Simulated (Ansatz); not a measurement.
Ansatz (a first-principles code) input (LC-wPBE/def2-TZVPD):

Ansatz 0.2 input:
```yaml
crystal:
  periodic: [false, false, false]
  atoms:
    - {symbol: N, position_ang: [1.66261628, 0.78916988, -0.35591887]}
    - {symbol: Si, position_ang: [1.06135706, -0.96065219, -0.31263894]}
    - {symbol: Si, position_ang: [-1.20847244, -0.34583963, 0.22427552]}
    - {symbol: N, position_ang: [-1.24849657, 1.41854367, 0.34807766]}
    - {symbol: H, position_ang: [1.89883183, 1.20077605, 0.53921455]}
    - {symbol: H, position_ang: [2.45684985, 0.90297665, -0.97039489]}
    - {symbol: H, position_ang: [1.39328973, -1.31964806, 1.14912809]}
    - {symbol: H, position_ang: [-2.24069614, -0.74969026, -0.81205938]}
    - {symbol: H, position_ang: [-1.86626303, -0.89934659, 1.46812107]}
    - {symbol: H, position_ang: [-2.06756995, 1.90655331, 0.01326814]}
    - {symbol: H, position_ang: [-0.41366481, 1.79526932, -0.09530146]}
basis:
  gaussian:
    orbitals: def2-TZVPD
hamiltonian:
  xc: {name: LC-wPBE}
total_charge: -1
output: {forces: true}
```

End of the output:

```
integrals: 0.20 GiB planned
1265 factors; their error is unknown
integrals: 0.24 GiB planned
639 factors; integrals over basis functions are off by at most 1.9e-5 eV
0.37 GiB of the device are held for the grids
1.55 GiB of device memory are held for the factors and their scratch space
mean field: 1.00 GiB planned
mean field evaluation 1: about -18842.4433 eV, gradient 4.0e1 eV
mean field evaluation 2: about -18843.2793 eV, gradient 3.6e1 eV
mean field evaluation 4: about -18845.6568 eV, gradient 1.1e0 eV
mean field evaluation 8: about -18845.6597 eV, gradient 6.6e-2 eV
mean field evaluation 16: about -18845.6365 eV, gradient 9.2e-5 eV
mean field -18845.63645424 eV, -692.5643656623 hartree, gradient 1.8e-5 eV, S^2 0.000000; 0 other end points of the search recorded, 0 dependent functions left out
the calculation of the forces begins
reference -18845.63645425 eV, -692.5643656626 hartree; 25, 25 occupied and 198, 198 virtual orbitals, 1265 factors
Total energy: -18845.63645425 eV, -692.5643656626 hartree
Atom 0 at     1.662616     0.789170    -0.355919 Å, force     0.076604    -0.226024     0.049836 eV/Å
Atom 1 at     1.061357    -0.960652    -0.312639 Å, force    -0.197125     0.341786     0.181565 eV/Å
Atom 2 at    -1.208472    -0.345840     0.224276 Å, force     0.144298     0.110895    -0.077112 eV/Å
Atom 3 at    -1.248497     1.418544     0.348078 Å, force    -0.016224    -0.138443    -0.149141 eV/Å
Atom 4 at     1.898832     1.200776     0.539215 Å, force    -0.048300    -0.054570    -0.088907 eV/Å
Atom 5 at     2.456850     0.902977    -0.970395 Å, force    -0.069544    -0.012621     0.033985 eV/Å
Atom 6 at     1.393290    -1.319648     1.149128 Å, force     0.003317     0.027001    -0.082310 eV/Å
Atom 7 at    -2.240696    -0.749690    -0.812059 Å, force     0.037092     0.035598     0.028756 eV/Å
Atom 8 at    -1.866263    -0.899347     1.468121 Å, force     0.067453     0.012769    -0.026864 eV/Å
Atom 9 at    -2.067570     1.906553     0.013268 Å, force     0.065741    -0.066429     0.063275 eV/Å
Atom 10 at    -0.413665     1.795269    -0.095301 Å, force    -0.063313    -0.029961     0.066916 eV/Å
Dipole moment:    -0.196341     0.797112     0.079556 e Å
```

It need not be the lowest isomer of its formula. Whether it binds its extra electron was not tested at this geometry.
